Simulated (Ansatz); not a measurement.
One geometry of Be2Te⁺, several levels of theory.

```yaml
crystal:
  periodic: [false, false, false]
  atoms:
    - {symbol: Be, position_ang: [0.676930, -0.522768, 0.889382]}
    - {symbol: Be, position_ang: [-0.030543, 1.233435, 0.015070]}
    - {symbol: Te, position_ang: [-0.646387, -0.710667, -0.904452]}
basis:
  gaussian: {orbitals: def2-TZVP, initial_orbitals: start.molden}
total_charge: 1
magnetization: {spin_polarized: true, initial_magnetization: 1}
correlation: {method: mp2}
scf: {omitted_lower_state_checks: [starts]}
output: {orbitals: {seedname: orbitals}}
```

The file start.molden holds the orbitals of an earlier run on this structure, at another level or in another basis.

```sh
$ ansatz run in.yaml --threads 4 --pin off --events-out ev --progress --plain --max-ram 3916MiB
```

Shortened log:

```
Functional definition: HF
794 factors; integrals over basis functions are off by at most 2.8e-4 eV
mean field evaluation 1: about -8054.1135 eV, gradient 8.9e0 eV
mean field evaluation 2: about -8054.4373 eV, gradient 3.9e-1 eV
mean field evaluation 4: about -8054.4585 eV, gradient 7.1e-2 eV
mean field evaluation 8: about -8054.4585 eV, gradient 2.0e-6 eV
mean field -8054.45851177 eV, -295.9958907996 hartree, gradient 2.0e-6 eV, S^2 0.763556; 0 other end points of the search recorded, 0 dependent functions left out
4 core orbitals not correlated: weight in the atoms' cores, before any rotation towards them, 1.000 or more for the frozen orbitals, at most 0.000 for the correlated occupied ones
reference -8054.45851177 eV, -295.9958907996 hartree; 12, 11 occupied and 72, 73 virtual orbitals, 794 factors
second order -15.20794849 eV of doubles, -0.00000000 eV of singles
Total energy: -8069.66646026 eV, -296.5547725982 hartree
Checks for a lower state left out: starts
```

It took 0.6 s on 4 threads of Arm Neoverse V2 on a shared host.

The first input with `hamiltonian: {xc: {name: BLYP}, dispersion: d4}`, `output: {forces: true, orbitals: {seedname: orbitals}}` and without the key `correlation` (abridged; 1.1 s):

```
Functional definition: BLYP
mean field -8085.69032947 eV, -297.1436389301 hartree, gradient 3.0e-5 eV, S^2 0.752586
Total energy: -8085.80324641 eV, -297.1477885514 hartree
Atom 0 force     0.060381    -0.026884     0.080233 eV/Å
Atom 1 force     0.008301     0.102397     0.015871 eV/Å
Atom 2 force    -0.068683    -0.075513    -0.096104 eV/Å
Dipole moment:     0.663290     0.729251     0.928104 e Å
Checks for a lower state left out: starts
```

First input, but with `hamiltonian: {xc: {name: LC-wPBE, parameters: {omega: 0.1/bohr}}}` and without the key `correlation` (abridged; 1.5 s):

```
Functional definition: LC-wPBE
mean field -8085.93045497 eV, -297.1524633797 hartree, gradient 3.7e-5 eV, S^2 0.754512
Total energy: -8085.93045510 eV, -297.1524633844 hartree
Checks for a lower state left out: starts
```

Geometry: PBE-D4/def2-TZVP.

In the def2 sets Te takes a core potential; there is no spin–orbit coupling. Correlated methods freeze 4 core orbitals; core or outer-core shells of Te are correlated, in sets that lack core-valence functions. The structure comes from a short search, and lower isomers may exist.
